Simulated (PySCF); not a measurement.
C5H13O2Si (SMILES [CH2][SiH](OCC)OCC), doublet, geometry from GFN2-xTB; PBE0/STO-3G in PySCF.

The PySCF input:
```python
from pyscf import gto, scf, dft

mol = gto.Mole()
mol.atom = '''
    C    -0.536084    1.597414   -1.871818
    Si   -0.117366    0.938428   -0.195228
    O    -1.026667   -0.322038    0.287788
    C    -2.410923   -0.385947    0.474641
    C    -2.770103   -1.681093    1.188585
    O     1.396561    0.400618   -0.356988
    C     2.182253   -0.314634    0.555323
    C     3.411890   -0.861197   -0.154675
    H    -1.554598    1.742978   -2.184757
    H     0.202538    1.999012   -2.539716
    H    -0.216313    1.979108    0.846769
    H    -2.747467    0.477240    1.062355
    H    -2.908769   -0.341472   -0.502234
    H    -2.431122   -2.531904    0.603410
    H    -2.285934   -1.715382    2.161227
    H    -3.846348   -1.746372    1.323586
    H     1.596478   -1.134162    0.986002
    H     2.482845    0.355616    1.371043
    H     3.986719   -0.043298   -0.581160
    H     3.108586   -1.525987   -0.958968
    H     4.035169   -1.409270    0.546898
'''
mol.basis = 'sto-3g'
mol.charge = 0
mol.spin = 1
mol.verbose = 4
mol.build()

mf = dft.UKS(mol)
mf.xc = 'pbe0'
mf.grids.atom_grid = (99, 590)
mf.grids.prune = None
mf.kernel()
```

It wrote (shortened):

```
PySCF version 2.14.0

[INPUT] verbose = 4
[INPUT] num. atoms = 21
[INPUT] num. electrons = 73
[INPUT] charge = 0
[INPUT] spin (= nelec alpha-beta = 2S) = 1
[INPUT] symmetry False subgroup None
[INPUT] Mole.unit = angstrom
[INPUT] Symbol           X                Y                Z      unit          X                Y                Z       unit  Magmom
[...]
nuclear repulsion = 476.515698379118
number of shells = 39
number of NR pGTOs = 171
number of NR cGTOs = 57
basis = sto-3g
ecp = {}

******** <class 'pyscf.dft.uks.UKS'> ********
method = UKS
initial guess = minao
damping factor = 0
level_shift factor = 0
DIIS = <class 'pyscf.scf.diis.CDIIS'>
diis_start_cycle = 1
diis_space = 8
diis_damp = 0
SCF conv_tol = 1e-09
SCF conv_tol_grad = None
SCF max_cycles = 50
direct_scf = True
direct_scf_tol = 1e-13
number electrons alpha = 37  beta = 36
XC library pyscf.dft.libxc version 7.1.2
    S. Lehtola, C. Steigemann, M. J. T. Oliveira, and M. A. L. Marques,  SoftwareX 7, 1–5 (2018)
XC functionals = pbe0
    C. Adamo and V. Barone,  J. Chem. Phys. 110, 6158 (1999)
    M. Ernzerhof and G. E. Scuseria,  J. Chem. Phys. 110, 5029 (1999)
radial grids:
    Treutler-Ahlrichs [JCP 102, 346 (1995); DOI:10.1063/1.469408] (M4) radial grids

becke partition: Becke, JCP 88, 2547 (1988); DOI:10.1063/1.454033
pruning grids: None
grids dens level: 3
symmetrized grids: False
atomic radii adjust function: <function treutler_atomic_radii_adjust>
User specified grid scheme (99, 590)
small_rho_cutoff = 0
Set gradient conv threshold to 3.16228e-05
tot grids = 1226616
init E= -630.693366789341

cycle= 1 E= -629.785751758556  delta_E= 0.908  |g|= 0.52  |ddm|= 3.89
cycle= 2 E= -629.752682466318  delta_E= 0.0331  |g|= 0.61  |ddm|= 1.64
cycle= 3 E= -629.974170201734  delta_E= -0.221  |g|= 0.0415  |ddm|= 0.92
cycle= 4 E= -629.975265706791  delta_E= -0.0011  |g|= 0.0161  |ddm|= 0.089
cycle= 5 E= -629.97545666504  delta_E= -0.000191  |g|= 0.00311  |ddm|= 0.0289
cycle= 6 E= -629.975465126785  delta_E= -8.46e-06  |g|= 0.00166  |ddm|= 0.00756
cycle= 7 E= -629.975467455398  delta_E= -2.33e-06  |g|= 0.000535  |ddm|= 0.00378
cycle= 8 E= -629.975467705973  delta_E= -2.51e-07  |g|= 0.000124  |ddm|= 0.00123
cycle= 9 E= -629.975467716753  delta_E= -1.08e-08  |g|= 2.58e-05  |ddm|= 0.000218
cycle= 10 E= -629.975467717379  delta_E= -6.26e-10  |g|= 6.51e-06  |ddm|= 6.06e-05
Extra cycle  E= -629.975467717407  delta_E= -2.73e-11  |g|= 3.93e-06  |ddm|= 1.94e-05
converged SCF energy = -629.975467717407  <S^2> = 0.75502883  2S+1 = 2.0050225
```
